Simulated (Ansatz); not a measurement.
CHBr (SMILES [CH]Br): geometry of the low-spin state from B3LYP-D3(BJ)/def2-TZVP.
(charge 0, multiplicity 1):
```xyz
3

C     -1.428     0.606     0.000
Br     0.303    -0.095     0.000
H     -2.033    -0.323     0.000
```

Run with Ansatz (a first-principles code). Each number belongs to the level named beside it.

Broken-symmetry (BS) and triplet (T) solutions at this geometry:

```
level              E(BS) (hartree)  ⟨S²⟩ BS  E(T) (hartree)  ⟨S²⟩ T
-----------------  ---------------  -------  --------------  ------
U-PBE/def2-TZVPP      -2612.300457    0.331    -2612.283028   2.006
U-PBE0/def2-TZVPP     -2612.389402    0.418    -2612.374714   2.010
```

Problem. Give the raw gap E(BS) − E(T) and the gap after approximate spin projection, (E_BS − E_T)⟨S²⟩_T/(⟨S²⟩_T − ⟨S²⟩_BS).

Solution. 
- U-PBE/def2-TZVPP: raw -10.9, projected -13.1 kcal/mol
- U-PBE0/def2-TZVPP: raw -9.2, projected -11.6 kcal/mol
The rule takes the triplet as the only contaminant. For comparison FIC-MRCISD+Q on SA-CASSCF(2,2)/cc-pVQZ gives -13.3 kcal/mol at this geometry.
